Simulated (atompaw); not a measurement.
Before and after: PAW (atompaw) potential for tungsten (W)

W (Z = 74), PAW, made with atompaw 4.2.0.5 (LDA (PW92), scalar-relativistic). Core [Xe] 4f14, reference 5d4 6s1.75 6p0 (charge +0.25). Waves: 6s (bound): rc 3.00 bohr; 6s channel at 4.65 Ry: rc 3.00 bohr; 6p (bound, empty): rc 3.00 bohr; 6p channel at 3.4 Ry: rc 3.00 bohr; 5d (bound): rc 3.00 bohr; 5d channel at 3.3 Ry: rc 3.00 bohr; 5f channel at 0.1 Ry: rc 3.00 bohr. Local part: troulliermartins scheme with l = 4 at 0.5 Ry, radius 2.85 bohr. Core correction: smooth core density matched at 2.95 bohr. Augmentation charge: sinc compensation charge, radius 2.75 bohr; PAW radius 3.00 bohr; waves and projectors: custom rrkj vanderbiltortho.

Change: local potential ultrasoft scheme with l = 4 at 0.5 Ry, radius 2.85 bohr.

Cutoffs: the cutoffs (Ry, on a coarse ladder) from which the occupation-weighted sum of valence levels, in a spherical-Bessel basis at the reference potential, stays within 10 and 1 mRy of its value at 400 Ry; they do not see the model core or the augmentation charge, which bear on the density cutoff.

Task: What does the change do?

Result: The potential gets harder (10 Ry and 15 Ry → 10 Ry and 18 Ry); the range in which the s phases agree narrows (upper end at the end of the scan → 3.0); the range in which the f phases agree narrows (upper end 3.8 → 1.2); neither file shows a bound ghost.

| quantity | base | changed |
| --- | --- | --- |
| cutoff, loose | 10 Ry | 10 Ry |
| cutoff, tight | 15 Ry | 18 Ry |
| bound ghosts | none | none |
| s: phases at 3.01 bohr within 0.05 rad from the reference energy up to (Ry; the scan ends near 5) | to the end of the scan | 3.0 |
| p: phases at 3.01 bohr within 0.05 rad from the reference energy up to (Ry; the scan ends near 5) | 4.4 | 4.5 |
| d: phases at 3.01 bohr within 0.05 rad from the reference energy up to (Ry; the scan ends near 5) | 1.7 | 1.3 |
| f: phases at 3.01 bohr within 0.05 rad from the reference energy up to (Ry; the scan ends near 5) | 3.8 | 1.2 |
| lowest overlap eigenvalue by channel | s 0.02, p 0.89, d 0.78, f 0.93 | s 0.04, p 0.89, d 0.76, f 0.72 |

 The cutoffs see the waves, projectors and local potential, not the compensation charge or the core.
